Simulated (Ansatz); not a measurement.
C₂H₉BSSi, SMILES `CB(S)C[SiH3]`. The species carries charge 0 and has multiplicity 1. Geometry: relaxed with PBE0-D4/def2-TZVP. It is one conformer, not always the lowest.

```xyz
14

C     0.917   -1.367   -0.813
B    -0.386   -0.712   -0.240
S    -1.603   -1.656    0.693
C    -0.692    0.804   -0.442
Si    0.092    1.817    0.939
H     1.196   -2.315   -0.350
H     1.770   -0.685   -0.756
H     0.756   -1.562   -1.881
H    -0.968   -2.840    0.711
H    -0.255    1.175   -1.375
H    -1.759    1.047   -0.434
H    -0.063    3.271    0.662
H    -0.551    1.508    2.242
H     1.546    1.516    1.045
```

(1) What is the dipole moment at r2SCAN/def2-TZVPP? (An estimate is asked.)

(2) And with PBE, B3LYP, ωB97M-V? (Estimate.)

(3) Give the Mulliken charges with r2SCAN, PBE, ωB97M-V in def2-TZVPP. (Estimate.)

Results:

(1) Ansatz gave: 1.28 D, with components (0.65, -0.43, -1.02) D in this frame, pointing from negative to positive charge.

(2) Ansatz gave: PBE 1.20 D, B3LYP 1.21 D, ωB97M-V 1.22 D.

(3) The calculation gave: 
```json
{"atom": "C1", "r2SCAN": "-0.24", "PBE": "-0.33", "ωB97M-V": "-0.34"}
{"atom": "B2", "r2SCAN": "0.16", "PBE": "0.12", "ωB97M-V": "0.09"}
{"atom": "S3", "r2SCAN": "-0.16", "PBE": "-0.18", "ωB97M-V": "-0.16"}
{"atom": "C4", "r2SCAN": "-0.26", "PBE": "-0.25", "ωB97M-V": "-0.35"}
{"atom": "Si5", "r2SCAN": "0.27", "PBE": "0.18", "ωB97M-V": "0.17"}
{"atom": "H6", "r2SCAN": "0.05", "PBE": "0.08", "ωB97M-V": "0.09"}
{"atom": "H7", "r2SCAN": "0.07", "PBE": "0.10", "ωB97M-V": "0.11"}
{"atom": "H8", "r2SCAN": "0.07", "PBE": "0.11", "ωB97M-V": "0.12"}
{"atom": "H9", "r2SCAN": "0.09", "PBE": "0.10", "ωB97M-V": "0.10"}
{"atom": "H10", "r2SCAN": "0.08", "PBE": "0.11", "ωB97M-V": "0.13"}
{"atom": "H11", "r2SCAN": "0.08", "PBE": "0.11", "ωB97M-V": "0.12"}
{"atom": "H12", "r2SCAN": "-0.08", "PBE": "-0.06", "ωB97M-V": "-0.03"}
{"atom": "H13", "r2SCAN": "-0.06", "PBE": "-0.05", "ωB97M-V": "-0.02"}
{"atom": "H14", "r2SCAN": "-0.08", "PBE": "-0.06", "ωB97M-V": "-0.03"}
```

B3LYP here is the variant with VWN-RPA as its local correlation; programs differ in this.
